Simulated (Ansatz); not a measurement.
CH$_{5}$GeNO$_{2}$, SMILES `N=[C](O)[GeH2][OH]` at its PBE0-D4/def2-TZVP geometry, where that method's forces vanish. Charge 0, multiplicity 1.

```xyz
10

N    -0.1996   -1.4687    1.2837
C     0.1262   -0.8763    0.2164
O     1.0469   -1.4150   -0.5988
Ge   -0.6000    0.8410   -0.4532
O     0.7057    1.9737   -0.8605
H    -0.8966   -0.9508    1.8101
H     1.3323   -2.2471   -0.1882
H    -1.3831    0.6662   -1.7562
H    -1.4709    1.3908    0.6951
H     1.3392    2.0862   -0.1484
```

**Question.** What forces (eV/Å) does ωB97M-V/def2-TZVPP give on these atoms in Ansatz? (An estimate is asked.)

**Answer.** The calculation gave: 
```
N1  -0.016 -0.015  0.036
C2  -0.228  0.221  0.136
O3   0.219 -0.208 -0.117
Ge4 -0.214 -0.040  0.001
O5   0.077  0.007  0.053
H6   0.034 -0.008 -0.041
H7  -0.017  0.069 -0.045
H8   0.076  0.004  0.112
H9   0.076 -0.049 -0.089
H10 -0.007  0.018 -0.046
```
